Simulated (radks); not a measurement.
Results of a calculation; reference values are marked as such.
Fractional charge and spin in the 5p shell of gold: the spin-up occupation runs from 2 to 3 and the spin-down occupation from 2 to 3; the fullest corner is Au+, [Kr] 4d10 4f14 5s2 5d10 5p(up 3, down 3). Code: a radial shooting solver on a logarithmic mesh with Libxc functionals. Model: scalar-relativistic Kohn-Sham, PBE, spin-polarised, spherical densities, point nucleus. Energy (eV) above the fullest corner. The planes named below are the two flat planes that join the four corners, with an edge along up + down = one added electron.

down \ up        2     2.25      2.5    2.75       3
2          166.242  142.001  118.757  96.491  75.183
2.25       142.001  118.817   96.611  75.362  55.049
2.5        118.757   96.611   75.422  55.168  35.825
2.75        96.491   75.362   55.168  35.884  17.484
3           75.183   55.049   35.825  17.484   0.000

Corners above the fullest one (they belong to Au2+ and the next ion): (up 3, down 2) 75.183 eV, (up 2, down 3) 75.183 eV, (up 2, down 2) 166.24 eV. With half an added electron in each spin the energy lies 0.239 eV from the planes, and with half an added electron in spin up alone -1.956 eV. The planes are only a guide here: the flat-plane condition holds for ground states with one frontier orbital, while this shell lies below other occupied shells, so the corners above the fullest one are inner-hole states and not the ground states of those ions.
